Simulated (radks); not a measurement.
Spherical quantum dot in the effective-mass picture: electrons in a well V = -V0 / (1 + exp((r - R)/a)) with V0 = 5.8, R = 4.54, a = 0.35, all in effective atomic units (hartree* = m*/eps^2 hartree, bohr* = eps/m* bohr), one dielectric constant everywhere. Calculated with a radial shooting solver with Libxc functionals: non-relativistic Kohn-Sham, exchange-only LDA, spin-polarised, spherical densities. Levels are named by radial order and angular momentum (1s, 1p, 1d, 2s, ...), and open shells are averaged over m. Results are scaled to m* = 0.133 and eps = 8.1, for which hartree* = 55.16 meV and bohr* = 3.223 nm.

N = 3, configuration 1s2 1p(up 1, down 0). This is the lowest configuration that the search found. Occupied and some empty levels:

level    occupation  eigenvalue (meV)  <r> (nm)
1s up             1           -256.90     7.669
1s down           1           -254.07     7.606
1p up             1           -244.38     8.710
1p down           0           -241.33     8.705
1d up             0           -227.16     9.448
1d down           0           -224.08     9.463
2s up             0           -213.61     7.257
2s down           0           -211.64     7.275
1f up             0           -206.11     10.03
1f down           0           -203.09     10.05

Energy (meV): total -834.640, kinetic 48.633, external -941.98, Hartree 89.572, exchange-correlation -30.862.
